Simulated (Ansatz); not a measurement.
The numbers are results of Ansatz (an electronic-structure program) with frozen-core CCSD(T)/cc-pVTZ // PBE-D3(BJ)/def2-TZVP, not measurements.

Ansatz 0.2 input:
```yaml
crystal:
  periodic: [false, false, false]
  atoms:
    - { symbol: Si, position_ang: [1.918181, 0.266456, 0.484385] }
    - { symbol: Si, position_ang: [0.148118, -0.250897, -0.967041] }
    - { symbol: Si, position_ang: [-1.858259, -0.2016, 0.238869] }
    - { symbol: Cl, position_ang: [-2.016698, 1.643885, 1.166029] }
    - { symbol: Cl, position_ang: [-3.480005, -0.477453, -1.015612] }
    - { symbol: H, position_ang: [1.75065, 1.658828, 1.000009] }
    - { symbol: H, position_ang: [1.908536, -0.688061, 1.636374] }
    - { symbol: H, position_ang: [3.230143, 0.155432, -0.22567] }
    - { symbol: H, position_ang: [0.311057, -1.620923, -1.551423] }
    - { symbol: H, position_ang: [0.044259, 0.748261, -2.076578] }
    - { symbol: H, position_ang: [-1.955985, -1.233926, 1.310659] }
basis:
  gaussian: { orbitals: cc-pVTZ }
correlation:
  method: ccsd_t
```

Output:

```
Functional definition: HF
1471 factors; integrals over basis functions are off by at most 1.0e-3 eV
mean field evaluation 1: about -48691.4536 eV, gradient 2.1e1 eV
mean field evaluation 2: about -48691.8080 eV, gradient 2.2e1 eV
mean field evaluation 4: about -48694.0321 eV, gradient 3.3e0 eV
mean field evaluation 8: about -48694.0961 eV, gradient 1.4e-1 eV
mean field evaluation 16: about -48693.2316 eV, gradient 9.1e0 eV
mean field -48694.09628064 eV, -1789.4750322695 hartree, gradient 6.2e-6 eV, S^2 0.000000; 0 other end points of the search recorded, 0 dependent functions left out
25 core orbitals not correlated
reference -48694.09628064 eV, -1789.4750322695 hartree; 16, 16 occupied and 213, 213 virtual orbitals, 1471 factors
second order -20.24928892 eV of doubles, -0.00000000 eV of singles
cycle   1  -21.84565849 eV  change    -1.6e0 eV  update   1.0e-1
cycle   2  -22.46139692 eV  change   -6.2e-1 eV  update   3.2e-2
cycle   3  -22.54055754 eV  change   -7.9e-2 eV  update   1.3e-2
cycle   4  -22.53063198 eV  change    9.9e-3 eV  update   3.8e-3
cycle   5  -22.52856968 eV  change    2.1e-3 eV  update   1.2e-3
cycle   6  -22.52841972 eV  change    1.5e-4 eV  update   3.8e-4
cycle   7  -22.52837543 eV  change    4.4e-5 eV  update   1.1e-4
cycle   8  -22.52840338 eV  change   -2.8e-5 eV  update   3.9e-5
perturbative correction -0.90860636 eV, -0.0333906678 hartree
Total energy: -48717.53329037 eV, -1790.3363264910 hartree
```

Cost: around 9 core-minutes (rough).
